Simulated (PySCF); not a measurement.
Ga(NHMe)(OH)2 (CH6GaNO2), SMILES [OH][Ga]([NH]C)[OH].

Geometry: B3LYP-D3(BJ)/def2-SVP. The values are those of a single conformer.

Level of theory: C-PCM-PBE0/def2-SVP run with PySCF.

The values are the electrostatic part of the solvation free energy, E(continuum) − E(gas) at the gas-phase geometry, in a cavity of scaled van der Waals radii (PySCF's table); cavitation and dispersion terms are not included. A continuum can't describe solvent molecules that bind to the metal. In vacuum the orbital gap is 6.38 eV. The dipole moment in vacuum is 2.14 D.

Computed values in water (ε = 78.36), diethylether (ε = 4.24), chloroform (ε = 4.71):
```
solvent           ε  ΔG(elec) (kcal/mol)  dipole (D)  gap (eV)
------------  -----  -------------------  ----------  --------
water         78.36                 -9.2        2.71      6.41
diethylether   4.24                 -6.9        2.56      6.41
chloroform     4.71                 -7.2        2.57      6.41
```
